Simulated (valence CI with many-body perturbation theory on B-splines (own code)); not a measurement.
C+: electric-dipole lines

Level of theory: relativistic CI+MBPT: three valence electrons over a frozen Dirac-Fock core [He], a basis of 11 s, 11 p, 10 d, 8 f, 5 g, 2 h functions for each j, with the one-electron correlation potential Σ1 (screened to all orders), the two-electron term Σ2, the three-electron term Σ3, Breit, model QED; selected single and double excitations, second order for the rest, scaled by the run's own slope (own B-spline code, finite nucleus).

Set against measurement, 29 paired levels are off by 67 cm⁻¹ on average, the worst by 148. These come from a selection out of the NIST Handbook of Basic Atomic Spectroscopic Data. Levels without a partner in it may be off by more.

Lines 351 to 400 of 513 in falling wavelength, among levels below 186677 cm⁻¹, chosen from the strongest by gf and those to the six lowest levels. Wavelengths and rates use the calculated energies, so an error of 70 cm⁻¹ moves a line at 149.2 nm by 0.1 % and its rate by three times that or more. Electric multipoles are in the length gauge, E1 and E2 with the static RPA response of the core. Weak lines are less certain than strong ones. Lines between different terms over intervals too small for the method are left out, as are lines whose strength nearly cancels. The highest levels of a list are the least certain.

Names give the largest LS component (configuration and term), which can be under half, so a name can repeat, a term be missing and a line seem to break the LS rules; names also repeat where a configuration has a term twice.

```tsv
λ vac (nm)	λ from measured levels	Upper	Lower	A (s⁻¹)	S (a.u.) with core polarisation	S without
149.2	149.0	2p3 4S°_3/2	2s.2p2 2D_5/2	8.80e+01	5.77e-07	5.77e-07
149.2		2s.2p.3s 2P°_3/2	2s.2p2 2P_1/2	1.96e+06	1.28e-02	1.32e-02
142.5		2s2.7p 2P°_1/2	2s2.3s 2S_1/2	6.64e+06	1.90e-02	1.90e-02
142.5		2s2.7p 2P°_3/2	2s2.3s 2S_1/2	6.62e+06	3.78e-02	3.78e-02
138.7		2s2.6p 2P°_1/2	2s.2p2 2P_3/2	3.40e+04	8.95e-05	8.56e-05
138.7		2s2.6p 2P°_3/2	2s.2p2 2P_3/2	8.49e+04	4.47e-04	4.28e-04
138.6		2s2.6p 2P°_1/2	2s.2p2 2P_1/2	6.74e+04	1.77e-04	1.70e-04
138.6		2s2.6p 2P°_3/2	2s.2p2 2P_1/2	1.76e+04	9.24e-05	8.85e-05
138.6	138.4	2p3 2P°_1/2	2s.2p2 2S_1/2	9.51e+04	2.50e-04	3.36e-04
138.6	138.4	2p3 2P°_3/2	2s.2p2 2S_1/2	1.75e+05	9.17e-04	1.15e-03
133.4	133.6	2s.2p2 2D_5/2	2s2.2p 2P°_3/2	2.89e+08	2.03e+00	2.05e+00
133.4	133.6	2s.2p2 2D_3/2	2s2.2p 2P°_3/2	4.78e+07	2.24e-01	2.26e-01
133.3	133.5	2s.2p2 2D_3/2	2s2.2p 2P°_1/2	2.42e+08	1.13e+00	1.14e+00
132.4	132.4	2p3 2D°_5/2	2s.2p2 2D_3/2	3.27e+07	2.25e-01	2.27e-01
132.4	132.4	2p3 2D°_5/2	2s.2p2 2D_5/2	4.55e+08	3.13e+00	3.16e+00
132.4	132.4	2p3 2D°_3/2	2s.2p2 2D_3/2	4.38e+08	2.01e+00	2.03e+00
132.4	132.4	2p3 2D°_3/2	2s.2p2 2D_5/2	4.96e+07	2.27e-01	2.30e-01
131.8		2s2.7p 2P°_1/2	2s.2p2 2P_3/2	4.59e+04	1.04e-04	1.02e-04
131.8		2s2.7p 2P°_3/2	2s.2p2 2P_3/2	1.15e+05	5.20e-04	5.11e-04
131.8		2s2.7p 2P°_1/2	2s.2p2 2P_1/2	9.20e+04	2.08e-04	2.04e-04
131.8		2s2.7p 2P°_3/2	2s.2p2 2P_1/2	2.29e+04	1.03e-04	1.02e-04
127.1		2s2.5p 2P°_1/2	2s.2p2 2S_1/2	7.86e+07	1.59e-01	1.60e-01
127.1		2s2.5p 2P°_3/2	2s.2p2 2S_1/2	7.83e+07	3.17e-01	3.19e-01
123.2		2s.2p.3s 2P°_1/2	2s.2p2 2S_1/2	1.48e+08	2.74e-01	2.75e-01
123.2		2s.2p.3s 2P°_3/2	2s.2p2 2S_1/2	1.50e+08	5.52e-01	5.54e-01
115.9		2s2.6p 2P°_1/2	2s.2p2 2S_1/2	6.96e+06	1.07e-02	1.07e-02
115.9		2s2.6p 2P°_3/2	2s.2p2 2S_1/2	7.07e+06	2.17e-02	2.18e-02
114.4	114.2	2s2.4p 2P°_1/2	2s.2p2 2D_3/2	1.85e+08	2.73e-01	2.73e-01
114.4	114.2	2s2.4p 2P°_3/2	2s.2p2 2D_3/2	1.85e+07	5.45e-02	5.45e-02
114.4	114.2	2s2.4p 2P°_3/2	2s.2p2 2D_5/2	1.66e+08	4.89e-01	4.88e-01
112.8	112.8	2s2.3p 2P°_3/2	2s.2p2 4P_5/2	1.97e+02	5.57e-07	5.57e-07
112.7	112.7	2s2.3p 2P°_1/2	2s.2p2 4P_3/2	1.31e+01	1.85e-08	1.84e-08
112.7	112.7	2s2.3p 2P°_3/2	2s.2p2 4P_3/2	1.46e+01	4.11e-08	4.15e-08
112.7	112.7	2s2.3p 2P°_1/2	2s.2p2 4P_1/2	5.11e+01	7.22e-08	7.23e-08
112.7	112.7	2s2.3p 2P°_3/2	2s.2p2 4P_1/2	8.13e+01	2.30e-07	2.31e-07
111.1		2s2.7p 2P°_1/2	2s.2p2 2S_1/2	3.49e+06	4.71e-03	4.72e-03
111.1		2s2.7p 2P°_3/2	2s.2p2 2S_1/2	3.52e+06	9.52e-03	9.53e-03
108.8	108.7	2s.2p.3s 4P°_1/2	2s.2p2 2D_3/2	1.31e+04	1.67e-05	1.67e-05
108.8	108.6	2s.2p.3s 4P°_3/2	2s.2p2 2D_3/2	6.34e+03	1.61e-05	1.61e-05
108.8	108.6	2s.2p.3s 4P°_3/2	2s.2p2 2D_5/2	4.03e+04	1.02e-04	1.03e-04
108.7	108.6	2s.2p.3s 4P°_5/2	2s.2p2 2D_5/2	8.01e+02	3.05e-06	3.05e-06
106.6	106.6	2p3 2P°_1/2	2s.2p2 2D_3/2	1.65e+09	1.98e+00	1.99e+00
106.6	106.6	2p3 2P°_3/2	2s.2p2 2D_3/2	1.66e+08	3.98e-01	3.99e-01
106.6	106.6	2p3 2P°_3/2	2s.2p2 2D_5/2	1.49e+09	3.56e+00	3.57e+00
106.4	106.3	2s2.4f 2F°_5/2	2s.2p2 2D_3/2	1.28e+07	4.56e-02	4.56e-02
106.4	106.3	2s2.4f 2F°_5/2	2s.2p2 2D_5/2	9.13e+05	3.26e-03	3.26e-03
106.4	106.3	2s2.4f 2F°_7/2	2s.2p2 2D_5/2	1.37e+07	6.51e-02	6.51e-02
103.6	103.7	2s.2p2 2S_1/2	2s2.2p 2P°_3/2	1.47e+09	1.61e+00	1.62e+00
103.5	103.6	2s.2p2 2S_1/2	2s2.2p 2P°_1/2	7.45e+08	8.15e-01	8.20e-01
101.0	101.0	2p3 4S°_3/2	2s.2p2 4P_5/2	1.70e+09	3.45e+00	3.48e+00
```
